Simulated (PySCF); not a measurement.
PySCF input file for Ge(F)3(NCO) (CF3GeNO), SMILES [F][Ge]([N]=C=O)([F])[F], B3LYP-D3(BJ)/def2-SVP. Geometry optimised at B3LYP-D3(BJ)/def2-SVP. This is a generated structure with no PubChem entry under its InChIKey; it may be hypothetical. The values are those of a single conformer.

```python
import numpy as np
from pyscf import gto, scf, dft, df
from pyscf.hessian import thermo

mol = gto.M(
    atom='''
    O    -0.07641494    3.44576243    0.00000001
    C     0.16560733    2.30797427   -0.00000002
    N     0.48917855    1.14126551   -0.00000007
    Ge    0.00703533   -0.56667912   -0.00000000
    F    -1.69669046   -0.74467972    0.00000024
    F     0.62436142   -1.36483079   -1.37982418
    F     0.62436182   -1.36483079    1.37982400
    ''',
    basis='def2-SVP',
    charge=0,
    spin=0,
    max_memory=1600,
    verbose=3,
)
mf = dft.RKS(mol, xc='b3lyp').density_fit(auxbasis='def2-universal-jkfit')
mf.disp = 'd3bj'
mf.grids.level = 3
mf.conv_tol = 1e-11
mf.max_cycle = 100
mf.kernel()

# [left out here: the lines that compute and print the analytic Hessian (its translational invariance restored by hand, since the grid's response is missing), thermochemistry and intensities]
```

It prints:

```
converged SCF energy = -2544.17364251426

WARN: DFTD3 does not support analytical Hessian, using finite difference


WARN: Mole.unit (angstrom) is changed to Bohr

Mode                                 0                   1                   2
Irrep
Freq [cm^-1]                       14.9657             47.9418            199.2667
Reduced mass [au]                  16.5528             16.8950             17.5182
Force const [Dyne/A]                0.0022              0.0229              0.4098
Char temp [K]                      21.5323             68.9776            286.7004
Normal mode                   x     y     z       x     y     z       x     y     z
       0   O                 0.00  0.00  0.14   -0.13 -0.07  0.00   -0.00 -0.00 -0.01
       1   C                 0.00  0.00  0.01   -0.01 -0.04  0.00    0.00 -0.00  0.04
       2   N                -0.00  0.00 -0.15    0.12 -0.01 -0.00    0.00 -0.00  0.12
       3  Ge                -0.00 -0.00 -0.02    0.02  0.01 -0.00    0.00  0.00  0.00
       4   F                -0.00 -0.00 -0.01    0.01  0.13 -0.00    0.00 -0.00 -0.12
       5   F                 0.00 -0.09  0.03   -0.03 -0.03  0.00   -0.09 -0.08  0.00
       6   F                -0.00  0.09  0.03   -0.03 -0.03 -0.00    0.09  0.08  0.00
Mode                                 3                   4                   5
Irrep
Freq [cm^-1]                      202.0820            258.1989            263.7867
Reduced mass [au]                  17.3333             20.8932             20.7285
Force const [Dyne/A]                0.4170              0.8207              0.8498
Char temp [K]                     290.7510            371.4907            379.5303
Normal mode                   x     y     z       x     y     z       x     y     z
       0   O                -0.01 -0.05  0.00   -0.01  0.06  0.00   -0.00  0.00 -0.01
       1   C                 0.05 -0.04 -0.00   -0.02  0.05 -0.00   -0.00  0.00  0.05
       2   N                 0.11 -0.02 -0.00   -0.04  0.05 -0.00   -0.00  0.00  0.13
       3  Ge                -0.00  0.01 -0.00    0.05  0.02  0.00    0.00  0.00 -0.06
       4   F                 0.01 -0.10  0.00    0.06 -0.06 -0.00    0.00 -0.00  0.11
       5   F                -0.05  0.08 -0.07   -0.10 -0.07 -0.01    0.05 -0.06 -0.00
       6   F                -0.05  0.08  0.07   -0.10 -0.07  0.01   -0.05  0.06 -0.00
Mode                                 6                   7                   8
Irrep
Freq [cm^-1]                      270.0355            529.1310            608.6653
Reduced mass [au]                  21.3688             16.9045             12.7219
Force const [Dyne/A]                0.9181              2.7886              2.7769
Char temp [K]                     388.5210            761.3017            875.7339
Normal mode                   x     y     z       x     y     z       x     y     z
       0   O                 0.02  0.01 -0.00    0.07 -0.10 -0.00    0.00  0.00  0.10
       1   C                -0.04 -0.01 -0.00   -0.10 -0.12  0.00   -0.00 -0.00 -0.25
       2   N                -0.11 -0.02 -0.00   -0.07 -0.08  0.00    0.00 -0.00  0.09
       3  Ge                 0.03 -0.05  0.00    0.01  0.05 -0.00    0.00  0.00  0.00
       4   F                 0.02  0.10 -0.00    0.03  0.00 -0.00    0.00 -0.00  0.00
       5   F                -0.02  0.05 -0.08   -0.01  0.01  0.03    0.00 -0.00 -0.00
       6   F                -0.02  0.05  0.08   -0.01  0.01 -0.03   -0.00  0.00 -0.00
Mode                                 9                  10                  11
Irrep
Freq [cm^-1]                      633.0351            734.6517            782.4488
Reduced mass [au]                  13.2404             20.9222             23.5144
Force const [Dyne/A]                3.1261              6.6530              8.4820
Char temp [K]                     910.7965           1057.0002           1125.7696
Normal mode                   x     y     z       x     y     z       x     y     z
       0   O                -0.07 -0.05  0.00    0.00  0.02  0.00    0.00 -0.00 -0.00
       1   C                 0.22  0.01 -0.00   -0.02  0.01  0.00   -0.00 -0.00  0.00
       2   N                -0.13 -0.05  0.00    0.02  0.01  0.00    0.00 -0.00 -0.00
       3  Ge                 0.00  0.01 -0.00   -0.02 -0.04 -0.00   -0.06  0.02  0.00
       4   F                 0.02  0.01 -0.00    0.13  0.01 -0.00    0.15  0.02 -0.00
       5   F                -0.01  0.01  0.02   -0.04  0.05  0.09    0.03 -0.04 -0.07
       6   F                -0.01  0.01 -0.02   -0.04  0.05 -0.09    0.03 -0.04  0.07
Mode                                12                  13                  14
Irrep
Freq [cm^-1]                      785.7812           1500.5554           2431.4122
Reduced mass [au]                  23.4928             14.7878             12.7361
Force const [Dyne/A]                8.5465             19.6181             44.3611
Char temp [K]                    1130.5642           2158.9651           3498.2609
Normal mode                   x     y     z       x     y     z       x     y     z
       0   O                -0.00  0.00 -0.00   -0.03  0.15  0.00    0.02 -0.09 -0.00
       1   C                 0.00  0.00  0.00   -0.00 -0.02  0.00   -0.05  0.24  0.00
       2   N                -0.00  0.00 -0.00    0.03 -0.20 -0.00    0.02 -0.10 -0.00
       3  Ge                 0.00 -0.00  0.06    0.00  0.01 -0.00    0.00  0.00 -0.00
       4   F                -0.00 -0.00 -0.00    0.00  0.00  0.00    0.00  0.00 -0.00
       5   F                 0.05 -0.06 -0.11    0.00  0.00  0.00   -0.00  0.00  0.00
       6   F                -0.05  0.06 -0.11    0.00  0.00 -0.00   -0.00  0.00 -0.00
temperature 298.1500 [K]
pressure 101325.00 [Pa]
Rotational constants [GHz] 3.47045 1.12616 1.12382
Symmetry number 1
Zero-point energy (ZPE) 0.02110 [Eh]   55398.810 [J/mol]
                           tot       elec      trans        rot        vib
Entropy [J/mol/K]       390.884      0.000    172.918    120.010     97.956
Cv [J/mol/K]            101.162      0.000     12.472     12.472     76.218
Cp [J/mol/K]            109.476      0.000     20.786     12.472     76.218
Internal energy [J/mol]                      3718.434   3718.434  68637.977
Internal energy [Eh]   -2544.14467  -2544.17364
Enthalpy [J/mol]                             6197.391   3718.434  68637.977
Enthalpy [Eh]          -2544.14372
Gibbs free energy [J/mol]                  -45358.053 -32062.599  39432.299
Gibbs free energy [Eh] -2544.18811
static polarisability / bohr^3: [[27.025 -2.834 -0.   ]
 [-2.832 55.651  0.   ]
 [ 0.     0.    26.119]]
largest difference of analytic and finite-field dipole derivatives / e: 0.0010975964652972792
mode   freq/cm-1   IR/(km/mol)   Raman/(A^4/amu)   depolarisation
   1       14.97         0.034             1.868            0.750
   2       47.94         0.298             1.873            0.746
   3      199.27         0.026             0.624            0.750
   4      202.08         0.090             0.684            0.746
   5      258.20        39.022             1.356            0.719
   6      263.79        39.209             0.281            0.750
   7      270.04        63.510             1.149            0.561
   8      529.13        51.982             6.965            0.095
   9      608.67        32.123             0.098            0.750
  10      633.04        41.052             4.001            0.035
  11      734.65        87.040             6.630            0.001
  12      782.45        86.977             1.706            0.723
  13      785.78        86.811             1.762            0.750
  14     1500.56        48.268            14.556            0.226
  15     2431.41      1288.714             0.655            0.750
max |gradient| / (hartree/bohr): 0.00012139297554304387
APT charges: [-0.7128  1.2998 -1.2294  2.4366 -0.6002 -0.597  -0.597 ]
```

The run converged.

Cost: very roughly 5 core-minutes.
